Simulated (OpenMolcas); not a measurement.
**Fe2+: effect of the basis set**

```yaml
Program: OpenMolcas 26.06
Method: "MS-RASPT2, IPEA 0.25 Eh, imaginary shift 0.1 Eh (closed shells correlated: 3s)"
Active_space: 12 electrons in 8 orbitals (RAS1 3p, at most 2 holes; RAS2 3d)
State_averaging: 2S+1 = 5 even, 5 roots; 2S+1 = 3 even, 45 roots; 2S+1 = 1 even, 44 roots
Spin-orbit_coupling: RASSI with atomic mean-field integrals over the reference wave functions, term energies averaged over their components
```

A. ANO-RCC-VTZP [6s5p3d2f1g], DKH2, point nucleus; CASPT2 step about 70 core-seconds
B. ANO-R2 [6s5p4d2f1g], X2C, finite nucleus; CASPT2 step of the order of 100 core-seconds
C. ANO-RCC-VQZP [7s6p4d3f2g1h], DKH2, point nucleus; CASPT2 step roughly 90 core-seconds

Energies in eV above 3d6 5D4, the measured ground level; measured values from Corliss and Sugar, J. Phys. Chem. Ref. Data 11, 135 (1982).

```csv
Level,A,B,C,Measured
3d6 5D4,0.0000,0.0000,0.0000,0.0000
3d6 5D3,0.0547,0.0546,0.0543,0.0541
3d6 5D2,0.0930,0.0929,0.0923,0.0916
3d6 5D1,0.1176,0.1175,0.1167,0.1156
3d6 5D0,0.1297,0.1296,0.1287,0.1274
3d6 3P2(1),2.451,2.410,2.397,2.4059
3d6 3H6,2.489,2.464,2.428,2.4860
3d6 3H5,2.517,2.492,2.456,2.5170
3d6 3H4,2.537,2.513,2.476,2.5394
3d6 3P1(1),2.611,2.571,2.557,2.5650
3d6 3P0(1),2.679,2.638,2.624,2.6295
3d6 3F4(1),2.697,2.662,2.643,2.6610
3d6 3F3(1),2.726,2.691,2.672,2.6904
3d6 3F2(1),2.747,2.712,2.693,2.7099
3d6 3G5,3.080,3.052,3.021,3.0449
3d6 3G4,3.127,3.099,3.068,3.0923
3d6 3G3,3.150,3.122,3.090,3.1173
3d6 1I6,3.787,3.748,3.697,3.7637
3d6 3D1,3.890,3.855,3.831,3.8095
3d6 3D2,3.893,3.857,3.834,3.8083
3d6 1G4(1),3.905,3.858,3.817,3.8294
3d6 3D3,3.910,3.874,3.850,3.8259
3d6 1S0,4.405,4.341,4.321,4.3162
3d6 1D2,4.630,4.578,4.554,4.4391
```

Deviations, from unrounded energies. A percentage is the sum of absolute deviations over the sum of measured energies, with the sign that they share, or ± where signs differ.

```tsv
Against measurement	Levels	A	B	C
mean absolute deviation (cm-1)	23	350	170	210
fine structure of the ground term (%)	4	+1.6	+1.5	+0.8
other terms of the ground configuration (%)	19	±1.6	±0.8	±1.0
```

B lies closest to measurement on these levels and A furthest from it. The largest miss of B in the table is 3d6 1D2, by +1100 cm-1. The ranking rests on the paired levels alone, and a cruder setting can come out closer through cancelling errors.

The two smallest mean deviations differ by little beside CASPT2's spread within terms, so their order carries little weight.

Among A to C the level of the table that moves most is 3d6 1I6, by 730 cm-1 (lowest in C, highest in A). Moves below CASPT2's spread within the term are not significant.

Term energies are means over components that CASPT2 splits; among the terms shown or strongly mixed into the levels shown the widest spread is 1600 cm-1 (3d6 1I, A). Active for correlation alone: 3p; no level in the range computed is led by a configuration that opens it, so any true level of that kind is missing. The CASPT2 spread within a term exceeds the gap to the next term for 3d6 3H and 3d6 3P(1), 3d6 1I and 3d6 1G(1), 3d6 1G(1) and 3d6 3D, so the order of their levels is uncertain (figures for A; the like holds for B, C). Computed and measured levels are paired by configuration, term and J; levels that our copy of the source lacks, or whose pairing is in doubt (as where it misses far off the trend of its configuration), stay unpaired and out of the deviations. Levels of configurations outside the active space are missing. The table leaves out levels that lie high or whose names do not pair safely across all columns.

A number in round brackets counts repeated terms of one configuration in the order of the reference energies.
